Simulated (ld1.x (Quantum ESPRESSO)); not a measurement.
## Logarithmic derivatives: cadmium, TM

| Quantity | Value |
| --- | --- |
| Element | Cd (Z = 48) |
| Generator | ld1.x (Quantum ESPRESSO) 7.5 |
| Type | norm-conserving Troullier–Martins (Kleinman–Bylander form) |
| Functional | PBE |
| Relativity | scalar-relativistic |
| Frozen core | [Ar] 3d10 |
| Valence charge | 20 |
| Reference configuration | 4s2 4p6 4d10 5s1 5p0 (charge +1) |
| Partial waves | 4p (bound): rc 1.10 bohr; 4d (bound): rc 1.25 bohr; 4s (bound): rc 0.85 bohr |
| Local potential | the s channel |
| Core correction | a·sin(br)/r model core, default radius (core density twice the valence density) |

Occupied shells without a wave of their own: 5s. They enter only through the test configuration that unscreens the potential, and ld1.x also counts them in the model core charge.

The phase is arctan(r·u′/u) with u = r·R(r), unwrapped; energies in Ry, scanned from -10 to 5 Ry. A pole is an energy at which the radial function vanishes at the test radius. The pseudo phase is shifted by a multiple of π to meet the all-electron one at the reference energy, and phase errors are pseudo minus all-electron; the curves can meet again beyond the range given. Levels narrower than the energy grid can be missing from the lists of poles.

For each channel, where are the poles, and over which energies does the pseudopotential scatter like the atom?

```csv
channel,radius (bohr),reference energy (Ry),"poles, all-electron","poles, pseudo",unbroken range about the reference energy with phases within 0.05 rad,phase error 1 Ry above the reference energy (rad)
s,1.35,-8.43,-6.51,-6.52,below 3.4,-0.000
p,1.35,-5.57,-2.94,-2.97,below 4.5,-0.001
d,1.35,-1.51,2.61,2.54,the whole range,-0.001
```

ld1.x takes every shell without a wave as core, so the model core holds the 5s electrons as well and exchange and correlation see them twice. This cancels in the reference configuration, but the file is broken for other ones, and its errors say nothing about a proper core correction.

Phases in the s channel:

| E (Ry) | all-electron | pseudo |
| --- | --- | --- |
| -10.00 | 0.382 | 0.378 |
| -9.76 | 0.089 | 0.085 |
| -9.52 | -0.259 | -0.263 |
| -9.28 | -0.593 | -0.595 |
| -9.04 | -0.856 | -0.857 |
| -8.80 | -1.044 | -1.045 |
| -8.56 | -1.178 | -1.178 |
| -8.32 | -1.274 | -1.274 |
| -8.08 | -1.347 | -1.347 |
| -7.84 | -1.402 | -1.402 |
| -7.60 | -1.446 | -1.447 |
| -7.36 | -1.483 | -1.483 |
| -7.12 | -1.513 | -1.513 |
| -6.88 | -1.538 | -1.538 |
| -6.64 | -1.560 | -1.561 |
| -6.40 | -1.579 | -1.580 |
| -6.16 | -1.596 | -1.597 |
| -5.92 | -1.611 | -1.612 |
| -5.68 | -1.625 | -1.626 |
| -5.44 | -1.638 | -1.639 |
| -5.20 | -1.650 | -1.651 |
| -4.96 | -1.661 | -1.662 |
| -4.72 | -1.671 | -1.673 |
| -4.48 | -1.681 | -1.683 |
| -4.24 | -1.690 | -1.692 |
| -4.00 | -1.699 | -1.701 |
| -3.76 | -1.708 | -1.710 |
| -3.52 | -1.716 | -1.719 |
| -3.28 | -1.724 | -1.727 |
| -3.04 | -1.732 | -1.736 |
| -2.80 | -1.740 | -1.744 |
| -2.56 | -1.748 | -1.752 |
| -2.32 | -1.756 | -1.760 |
| -2.08 | -1.764 | -1.769 |
| -1.84 | -1.772 | -1.777 |
| -1.60 | -1.780 | -1.786 |
| -1.36 | -1.789 | -1.794 |
| -1.12 | -1.797 | -1.804 |
| -0.88 | -1.806 | -1.813 |
| -0.64 | -1.815 | -1.822 |
| -0.40 | -1.824 | -1.832 |
| -0.16 | -1.833 | -1.843 |
| 0.08 | -1.843 | -1.853 |
| 0.32 | -1.853 | -1.865 |
| 0.56 | -1.864 | -1.877 |
| 0.80 | -1.875 | -1.889 |
| 1.04 | -1.887 | -1.903 |
| 1.28 | -1.900 | -1.917 |
| 1.52 | -1.913 | -1.932 |
| 1.76 | -1.928 | -1.949 |
| 2.00 | -1.943 | -1.967 |
| 2.24 | -1.959 | -1.986 |
| 2.48 | -1.977 | -2.007 |
| 2.72 | -1.996 | -2.030 |
| 2.96 | -2.017 | -2.056 |
| 3.20 | -2.039 | -2.084 |
| 3.44 | -2.064 | -2.115 |
| 3.68 | -2.092 | -2.151 |
| 3.92 | -2.122 | -2.190 |
| 4.16 | -2.155 | -2.235 |
| 4.40 | -2.193 | -2.286 |
| 4.64 | -2.235 | -2.345 |
| 4.88 | -2.283 | -2.412 |
